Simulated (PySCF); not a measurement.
# Molecular orbitals of MnH

PBE0 at R = 1.733 Å; Mn def2-TZVP, H def2-TZVP; no relativity (PySCF 2.14). State: ⁷Σ⁺ (septet), unpaired electrons σ ↑↑, π ↑↑, δ ↑↑. Only the outer orbitals are listed, counted within each symmetry.

| spin | orbital | occ. | ε (eV) | on Mn (%) | main shells (%) |
| --- | --- | --- | --- | --- | --- |
| α | 6σ | 1 | -10.96 | 91 | 90 Mn d, 9 H s |
| α | 1δ | 1 | -10.90 | 100 | 100 Mn d |
| α | 1δ | 1 | -10.90 | 100 | 100 Mn d |
| α | 3π | 1 | -10.68 | 100 | 100 Mn d |
| α | 3π | 1 | -10.68 | 100 | 100 Mn d |
| α | 7σ | 1 | -7.97 | 66 | 55 Mn s, 34 H s |
| α | 8σ | 1 | -4.72 | 70 | 41 Mn s, 30 H s, 29 Mn p |
| α | 4π | 0 | -0.01 | 100 | 100 Mn p |
| α | 4π | 0 | -0.01 | 100 | 100 Mn p |
| α | 9σ | 0 | 2.17 | 104 | 103 Mn s |
| β | 2π | 1 | -53.70 | 100 | 100 Mn p |
| β | 2π | 1 | -53.70 | 100 | 100 Mn p |
| β | 5σ | 1 | -53.42 | 100 | 100 Mn p |
| β | 6σ | 1 | -7.65 | 42 | 58 H s, 23 Mn s, 12 Mn d |
| β | 7σ | 0 | -2.04 | 101 | 63 Mn s, 36 Mn d |
| β | 1δ | 0 | -1.30 | 100 | 100 Mn d |
| β | 1δ | 0 | -1.30 | 100 | 100 Mn d |

Task: Which are the highest filled and the lowest empty level, where do they sit, and how wide is the gap?

Result: Highest filled α 8σ at -4.72 eV (in %: 41 Mn s, 30 H s, 29 Mn p); lowest empty β 7σ at -2.04 eV (in %: 63 Mn s, 36 Mn d); the gap at PBE0 is 2.68 eV.

```json
{
 "bond order (Mayer)": "0.79",
 "⟨S²⟩": "12.003",
 "charge on Mn (Mulliken, basis-dependent)": "0.31",
 "charge on Mn (Löwdin, basis-dependent)": "0.28",
 "dipole moment (positive dipole means Mn(−)H(+))": "-1.41 D",
 "polarisability along the bond": "44.3 bohr³",
 "polarisability across the bond": "37.1 bohr³"
}
```

Shares are Mulliken populations and can fall outside 0 to 100 %.

With d or f electrons several states lie close, and the lowest PBE0 determinant need not be the measured ground state.
